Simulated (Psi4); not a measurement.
C₃H₂N (SMILES C=[C]C#N), doublet, at a GFN2-xTB geometry; MP2/STO-3G in Psi4 1.11.

Psi4 was given this input:
```
memory 2 GB

molecule {
0 2
  C    -0.15895887   -1.79696753    0.01837023
  C    -0.04522191   -0.51121592    0.00522611
  C     0.07111146    0.80388707   -0.00821806
  H    -1.12145639   -2.29501249    0.00644536
  H     0.70119490   -2.45587860    0.04212256
  N     0.17409677    1.96809562   -0.02011966
}

set basis sto-3g
set reference uhf
set freeze_core true

energy('mp2')
print_variables()
```

It wrote (shortened):

```
    SCF Algorithm Type (re)set to DF.

   => Loading Basis Set <=

    Name: STO-3G
    Role: ORBITAL
    Keyword: BASIS

         ---------------------------------------------------------
                                   SCF
               by Justin Turney, Rob Parrish, Andy Simmonett
                          and Daniel G. A. Smith
                              UHF Reference
         ---------------------------------------------------------

  ==> Geometry <==

    Molecular point group: c1
    Full point group: C1

    Geometry (in Angstrom), charge = 0, multiplicity = 2:

       Center              X                  Y                   Z               Mass
    ------------   -----------------  -----------------  -----------------  -----------------
         C           -0.166984981213    -1.887699572610     0.019297776057    12.000000000000
         C           -0.053248021213    -0.601947962610     0.006153656057    12.000000000000
         C            0.063085348787     0.713155027390    -0.007290513943    12.000000000000
         H           -1.129482501213    -2.385744532610     0.007372906057     1.007825032230
         H            0.693168788787    -2.546610642610     0.043050106057     1.007825032230
         N            0.166070658787     1.877363577390    -0.019192113943    14.003074004430

  Running in c1 symmetry.

  Rotational constants: A =      9.98847  B =      0.14566  C =      0.14356 [cm^-1]
  Rotational constants: A = 299446.93353  B =   4366.66829  C =   4303.90680 [MHz]
  Nuclear repulsion =   83.078426046648275

  Charge       = 0
  Multiplicity = 2
  Electrons    = 27
  Nalpha       = 14
  Nbeta        = 13

  ==> Algorithm <==

  SCF Algorithm Type is DF.
  DIIS enabled.
  MOM disabled.
  Fractional occupation disabled.
  Guess Type is SAD.
  Energy threshold   = 1.00e-08
  Density threshold  = 1.00e-08
  Integral threshold = 1.00e-12

  ==> Primary Basis <==

  Basis Set: STO-3G
    Blend: STO-3G
    Number of shells: 14
    Number of basis functions: 22
    Number of Cartesian functions: 22
    Spherical Harmonics?: true
    Max angular momentum: 1

   => Loading Basis Set <=

    Name: (STO-3G AUX)
    Role: JKFIT
    Keyword: DF_BASIS_SCF

  ==> Integral Setup <==

  SCF_SUBTYPE=INCORE selected. In-core MEM_DF algorithm will be used.
  Using in-core AOs.

  ==> MemDFJK: Density-Fitted J/K Matrices <==

    J tasked:                   Yes
    K tasked:                   Yes
    wK tasked:                   No
[...]
   @DF-UHF iter  90:  -166.97073272910649   -2.62907e-03   4.99186e-04 ADIIS/DIIS
   @DF-UHF iter  91:  -166.97071667938263    1.60497e-05   5.02095e-04 ADIIS/DIIS
   @DF-UHF iter  92:  -166.97106702682095   -3.50347e-04   5.15873e-04 ADIIS/DIIS
   @DF-UHF iter  93:  -166.97079026398100    2.76763e-04   5.00122e-04 ADIIS/DIIS
   @DF-UHF iter  94:  -166.97003893543956    7.51329e-04   4.77108e-04 ADIIS/DIIS
   @DF-UHF iter  95:  -166.97029311460730   -2.54179e-04   4.80817e-04 ADIIS/DIIS
   @DF-UHF iter  96:  -166.97031903460891   -2.59200e-05   4.85195e-04 ADIIS/DIIS
   @DF-UHF iter  97:  -166.97039233338393   -7.32988e-05   4.85614e-04 ADIIS/DIIS
   @DF-UHF iter  98:  -166.97033059184525    6.17415e-05   4.83863e-04 ADIIS/DIIS
   @DF-UHF iter  99:  -166.97044413865791   -1.13547e-04   4.90886e-04 ADIIS/DIIS
   @DF-UHF iter 100:  -166.95325405473437    1.71901e-02   2.19541e-03 ADIIS/DIIS

PsiException: Could not converge SCF iterations in 100 iterations.

  Failed to converge.

Traceback (most recent call last):
  File "psi4", line 375, in <module>
  File "<string>", line 28, in <module>
  File "site-packages/psi4/driver/driver.py", line 533, in energy
  File "site-packages/psi4/driver/procrouting/proc.py", line 167, in select_mp2
  File "site-packages/psi4/driver/procrouting/proc.py", line 4366, in run_dfmp2
  File "site-packages/psi4/driver/procrouting/proc.py", line 2047, in scf_helper
  File "site-packages/psi4/driver/procrouting/scf_proc/scf_iterator.py", line 93, in scf_compute_energy
  File "site-packages/psi4/driver/procrouting/scf_proc/scf_iterator.py", line 86, in scf_compute_energy
  File "site-packages/psi4/driver/procrouting/scf_proc/scf_iterator.py", line 609, in scf_iterate

psi4.driver.p4util.exceptions.SCFConvergenceError: Could not converge SCF iterations in 100 iterations.

Printing out the relevant lines from the Psithon --> Python processed input file:
    """)
    core.IO.set_default_namespace("")
    core.set_global_option("BASIS", "sto-3g")
    core.set_global_option("REFERENCE", "uhf")
    core.set_global_option("FREEZE_CORE", "true")
--> energy('mp2')
    print_variables()

!-------------------------------------------------------!
!                                                       !
!  Could not converge SCF iterations in 100 iterations. !
!                                                       !
!-------------------------------------------------------!
```

The run did not converge; its last values are not results.
